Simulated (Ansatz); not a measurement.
BF₃H₃P, one more setting.

```yaml
crystal:
  periodic: [false, false, false]
  atoms:
    - {symbol: F, position_ang: [1.120600, -1.342377, 1.013066]}
    - {symbol: B, position_ang: [0.847443, -1.345999, 0.037222]}
    - {symbol: F, position_ang: [-0.042691, -2.380092, -0.254600]}
    - {symbol: F, position_ang: [1.480902, -1.146809, -0.959546]}
    - {symbol: P, position_ang: [-0.489913, 0.870120, -0.137969]}
    - {symbol: H, position_ang: [-1.691724, 1.413016, 0.819399]}
    - {symbol: H, position_ang: [0.302490, 2.221494, 0.181701]}
    - {symbol: H, position_ang: [-0.945936, 1.407971, -1.064799]}
basis:
  gaussian: {orbitals: def2-SVP}
hamiltonian: {xc: {name: r2SCAN}}
accuracy: high
scf: {lower_state_search: off}
```

```sh
$ ansatz run in.yaml --threads 2 --pin off --events-out ev --progress --plain --max-ram 32768MiB --backend cpu
```

Output, abridged:

```
Functional definition: r2SCAN
1921 factors; integrals over basis functions are off by at most 2.7e-8 eV
mean field evaluation 1: about -18143.8457 eV, gradient 5.1e1 eV
mean field evaluation 2: about -18141.7637 eV, gradient 6.4e1 eV
mean field evaluation 4: about -18147.6063 eV, gradient 2.2e0 eV
mean field evaluation 8: about -18147.6142 eV, gradient 1.2e-1 eV
mean field evaluation 16: about -18147.6142 eV, gradient 1.0e-5 eV
mean field -18147.61420791 eV, -666.9125212458 hartree, gradient 7.1e-8 eV, S^2 0.000000; 0 other end points of the search recorded, 0 dependent functions left out
reference -18147.61420869 eV, -666.9125212746 hartree; 25, 25 occupied and 64, 64 virtual orbitals, 1921 factors
Total energy: -18147.61420869 eV, -666.9125212746 hartree
Checks for a lower state left out: stability, starts, cluster_reference, orbital_swaps, neighbouring_geometries, increment
```

It took 4.8 s on 2 threads of a server CPU on a shared host, with 0.43 GiB of host memory at the peak.
